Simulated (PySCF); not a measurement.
## Ionisation energy of Al⁺ by level of theory

Al⁺ [Ne] 3s2 (1S) → Al²⁺ [Ne] 3s1 (2S), as a difference of total energies. Computed with PySCF 2.14 in cc-pVDZ-DK (4s3p1d, 18 functions), with the spin-free X2C one-electron Hamiltonian (Gaussian nucleus). Correlated levels: valence: [Ne] frozen. The calculations carry no spin-orbit coupling.

| method | ionisation energy (eV) |
| --- | --- |
| UHF | 17.574 |
| r2SCAN | 18.436 |
| PBE | 18.830 |
| MP2 (valence) | 18.254 |
| SCS-MP2 (valence) | 18.390 |
| CCSD (valence) | 18.619 |

Errors of the correlated levels include the incompleteness of this basis and the frozen core.

With two correlated electrons CCSD is exact in that space.

Task: Which method comes closest to the reference value, and which is furthest?

Result: The reference is 18.829 eV (measured; NIST Atomic Spectra Database, ionization energies). Closest: PBE (error 0.001 eV); furthest: UHF (error -1.255 eV).
